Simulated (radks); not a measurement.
Species: Ga I. Configuration: [Ar] 3d10 4s2 4p1 (the NIST ground configuration). Calculated with a radial shooting solver on a logarithmic mesh with Libxc functionals: non-relativistic Kohn-Sham, LDA (Slater exchange, Perdew-Wang correlation), spin-unpolarised, spherical densities, point nucleus. Some entries of the table are withheld. Estimate them.

orbital,occ.,eigenvalue (eV),<r> (bohr),<r^2> (bohr^2)
1s,2,(1),0.04950,0.003282
2s,2,-1229.975,(2),0.05802
2p,6,-1090.993,0.1924,0.04531
3s,2,-142.6266,0.6639,0.5092
3p,6,(3),0.6847,0.5534
3d,10,-20.0277,0.8063,0.8525
4s,2,-8.9253,2.370,6.538
4p,1,-2.7666,3.375,13.73

Answer. 
(1) 1s eigenvalue (eV): -10072.86
(2) 2s <r> (bohr): 0.2219
(3) 3p eigenvalue (eV): -97.5380
